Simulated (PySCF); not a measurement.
A geometry optimisation on `[SiH3]B[Si@H]([SiH3])Br`.

Computed with PBE0-D3(BJ)/def2-SVP geometry optimisation, gas phase (PySCF 2.14.0). Start geometry: GFN2-xTB. The input is one job of a driver script: a line of settings, then coordinates in Å.

Input:
```
{"job": {"xc": "PBE0", "basis": "def2-SVP", "d3": "d3bj", "grid": 1, "maxiter": 30, "shake": 0.01, "kind": "geom"}, "charge": 0, "multiplicity": 1}
Si    -2.337270     0.465710    -0.377280
B     -0.742360     0.947470     0.637180
Si     0.696020    -0.266200     1.039020
Si     2.294020    -0.460630    -0.701900
Br    -0.056450    -2.388080     1.403620
H     -2.389800    -0.875360    -0.909770
H     -2.501140     1.364040    -1.558210
H     -3.563590     0.659840     0.415780
H     -0.581440     2.083570     0.959730
H      1.443940    -0.098960     2.326710
H      2.744590     0.873210    -1.021270
H      3.405330    -1.302350    -0.328400
H      1.593970    -1.019140    -1.895520
```

Question: What does the run print?

Answer: 
```
step   0  E = -3470.98029272  max force = 0.028675
step   1  E = -3470.98925212  max force = 0.003458
step   2  E = -3470.98950449  max force = 0.001075
step   3  E = -3470.98957496  max force = 0.000458
step   4  E = -3470.98959534  max force = 0.000427
step   5  E = -3470.98967621  max force = 0.000895
step   6  E = -3470.98973240  max force = 0.000803
step   7  E = -3470.98979915  max force = 0.000357
step   8  E = -3470.98986221  max force = 0.000628
step   9  E = -3470.98994145  max force = 0.001119
step  10  E = -3470.99001668  max force = 0.001357
step  11  E = -3470.99009343  max force = 0.000876
step  12  E = -3470.99015056  max force = 0.000408
step  13  E = -3470.99020236  max force = 0.000717
step  14  E = -3470.99021912  max force = 0.000648
step  15  E = -3470.99022321  max force = 0.000476
step  16  E = -3470.99023485  max force = 0.000381
optimisation converged
```

Energies in Eh; «max force» is the largest Cartesian gradient component in Eh/bohr.

Question: How much energy does the optimisation release, in eV?

Answer: E(step 0) − E(last step) = 0.009942 Eh, which is 0.271 eV.

Question: Give the first gradient maximum in eV/Å.

Answer: With 1 Eh/bohr = 51.422 eV/Å, 1.475 eV/Å.

In short: final energy -3470.99023 Eh after 16 steps; dipole 1.70 D.

Question: Where do the atoms end?

Answer: 0.350 Å rms from the input after alignment:
```
atom  x, y, z in Å
Si1   -2.3387    0.4362   -0.4614
B2    -0.6920    1.0110    0.5400
Si3    0.6635   -0.3261    1.1171
Si4    2.2656   -0.3808   -0.6114
Br5   -0.1658   -2.4190    1.1579
H6    -2.0738   -0.7323   -1.3555
H7    -2.9812    1.5252   -1.2606
H8    -3.3076   -0.0017    0.5989
H9    -0.4606    2.1764    0.7708
H10    1.3180   -0.0820    2.4377
H11    3.0286    0.9019   -0.6950
H12    3.2015   -1.5138   -0.3451
H13    1.5510   -0.6129   -1.9028
```

Hardware: one thread of an Arm Neoverse V1, shared host with 32 logical CPUs at a one-minute load of 8.4. Cost: 2.7 min of wall time, 0.58 GiB resident at most.
Labels such as C1 count atoms from 1, the log's own numbers from 0.
